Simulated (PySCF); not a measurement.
C3H11NOSi4.
Structure used (GFN2-xTB), in Å, numbered top down from 1:
```
atom  x, y, z in Å
C1     2.495    0.410    1.881
C2     2.547   -0.232    0.870
C3     2.518   -0.978   -0.356
Si4    0.763   -0.845   -1.143
Si5    0.111    1.431   -1.232
Si6   -1.361    1.045    0.595
N7    -3.058    1.363    0.458
Si8   -0.910   -1.258    0.470
O9    -2.251   -1.854   -0.284
H10    2.506    0.960    2.773
H11    3.269   -0.576   -1.039
H12    2.785   -2.016   -0.152
H13    0.913   -1.658   -2.377
H14    1.179    2.434   -1.093
H15   -0.521    1.839   -2.503
H16   -1.035    1.789    1.824
H17   -3.396    2.311    0.403
H18   -3.596    0.773   -0.155
H19   -0.643   -2.161    1.606
H20   -2.317   -2.767   -0.549
```

Mulliken charges (e) from the PBE0/pcSseg-1 density (PySCF), one withheld:

```csv
atom,bonded to,charge
C1,C2 H10,-0.3445
C2,C1 C3,+0.0954
C3,C2 Si4 H11 H12,-0.4034
Si4,C3 Si5 Si8 H13,+0.0270
Si5,Si4 Si6 H14 H15,+0.0679
Si6,Si5 N7 Si8 H16,+0.3227
N7,Si6 H17 H18,-0.6115
Si8,Si6 O9 Si4 H19,?
O9,Si8 H20,-0.5711
H10,C1,+0.0438
H11,C3,+0.1788
H12,C3,+0.1761
H13,Si4,-0.0227
H14,Si5,-0.0179
H15,Si5,-0.0273
H16,Si6,-0.0446
H17,N7,+0.1944
H18,N7,+0.1986
H19,Si8,-0.0634
H20,O9,+0.2473
```

(1) What is the charge on Si8?

(2) Add each hydrogen's charge to the atom that carries it.

(3) Across which bond do the charges differ most?

(4) Take the bonds between elements whose Pauling electronegativities differ by more than 0.25. In how many does the more electronegative atom carry the lower charge?

(5) How much positive and how much negative charge does this set hold in all?

Answers

(1) The charges add up to the total charge, 0. The others sum to -0.5544, which leaves +0.5544 e for Si8 (oxygen-bound silicon).

(2) C1 -0.3007, C3 -0.0485, Si4 +0.0043, Si5 +0.0227, Si6 +0.2781, N7 -0.2185, Si8 +0.4910, O9 -0.3238. Atoms without hydrogen keep their charges.

(3) Si8–O9: +0.5544 on Si8 against -0.5711 on O9, a difference of 1.1255 e. The lower charge is on the more electronegative element of the two (Pauling values: O 3.44, Si 1.90).

(4) In 14 of 14.

(5) +2.1064 e on 11 atoms and -2.1064 e on 9.

The Mulliken scheme gives each basis function's population to the atom it is centred on and halves the overlap population of two atoms between them. Geometry: GFN2-xTB, one conformer, isolated molecule.
